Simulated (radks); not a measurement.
Excited configurations of neutral terbium: one electron is placed in a higher orbital outside [Xe] 4f9 6s1. The ground configuration is [Xe] 4f9 6s2. Calculated with a radial shooting solver on a logarithmic mesh with Libxc functionals: Dirac Kohn-Sham, LDA (Slater exchange, Perdew-Wang correlation), spin-unpolarised, spherical densities, point nucleus; open shells fill j = l - 1/2 first. Excitation = E - E(ground); binding = E(ion) - E, where the ion is the core of charge +1; n* = 1/sqrt(2 binding) in atomic units, and the quantum defect is n - n*.

| outer orbital | excitation (eV) | binding (eV) | n* | quantum defect | eigenvalue (eV) |
|---|---|---|---|---|---|
| 5d3/2 | 2.382 | 3.988 | 1.847 | 3.153 | -1.106 |
| 6p1/2 | 2.536 | 3.834 | 1.884 | 4.116 | -1.941 |
| 6f5/2 | 5.717 | 0.653 | 4.564 | 1.436 | -0.372 |
| 7s1/2 | 4.169 | 2.201 | 2.486 | 4.514 | -1.301 |
| 7p1/2 | 4.731 | 1.639 | 2.881 | 4.119 | -0.950 |
| 7f5/2 | 5.894 | 0.476 | 5.348 | 1.652 | -0.295 |

The Delta-SCF ionisation energy is 6.370 eV (NIST Atomic Spectra Database: 5.864 eV, measured). Self-interaction in the functional shifts the binding energies and quantum defects, so they are the method's values and not measured ones. Spin polarisation and multiplet splitting are left out, so open shells lie too high by an amount that depends on their filling.

Beside tabulated values, note that spin-unpolarised runs miss the spin-polarisation part of the exchange energy of open shells.
